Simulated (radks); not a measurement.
Removal energies from the cerium ion Ce12+, [Kr] 4d10, by Delta-SCF beside the eigenvalue of the level emptied. Calculated with a radial shooting solver on a logarithmic mesh with Libxc functionals: non-relativistic Kohn-Sham, PBE, spin-polarised, spherical densities, point nucleus. Open shells are filled with parallel spins first.

\begin{tabular}{lrrr}
removed from & final configuration & Delta-SCF (eV) & -eigenvalue (eV) \\ \hline
4d & [Kr] 4d9 & 315.37 & 300.68 \\
4p & [Ar] 3d10 4s2 4p5 4d10 & 408.73 & 393.44 \\
4s & [Ar] 3d10 4s1 4p6 4d10 & 461.62 & 446.05 \\
3d & [Ar] 3d9 4s2 4p6 4d10 & 1111.8 & 1078.1 \\
\end{tabular}
